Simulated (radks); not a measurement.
Gd I, 64 electrons, occupied as [Xe] 4f6 5d2.5 6s1.5 (fractional occupations, a model configuration).

Calculated with a radial shooting solver on a logarithmic mesh with Libxc functionals: scalar-relativistic Kohn-Sham, LDA (Slater exchange, Perdew-Wang correlation), spin-unpolarised, spherical densities, finite nucleus; Fermi nuclear charge, rms radius 5.1569 fm.

Energy parts (eV):
part                      energy
total                 -306464.43
kinetic                328952.72
electron-nucleus      -747343.81
Hartree                118472.62
exchange-correlation    -6545.97

Orbitals (lengths in bohr, moments of r in powers of bohr; <r^-3> diverges for s and p1/2; r(max) is where P^2 peaks):
orbital	occ.	eigenvalue (eV)	r(max)	<r^-3>
1s	2	-50054.22	0.01393	-
2s	2	-8272.005	0.07908	-
2p	6	-7366.153	0.06396	11410
3s	2	-1839.841	0.2245	-
3p	6	-1559.110	0.2202	2393
3d	10	-1187.268	0.1800	322.9
4s	2	-375.7613	0.5153	-
4p	6	-282.9348	0.5375	540.0
4d	10	-154.3608	0.5575	61.24
4f	6	-14.5667	0.5586	8.688
5s	2	-52.5463	1.181	-
5p	6	-29.3122	1.331	78.66
5d	2.5	-3.1734	1.874	3.494
6s	1.5	-4.2857	3.264	-

The highest occupied level is 5d at -3.173 eV. Summed over all electrons, <r^2> = 80.32 bohr^2, which gives a Langevin (diamagnetic) susceptibility term of -63.6 x 10^-6 cm^3/mol. The density falls to 0.001 e/bohr^3 at r = 5.11 bohr.
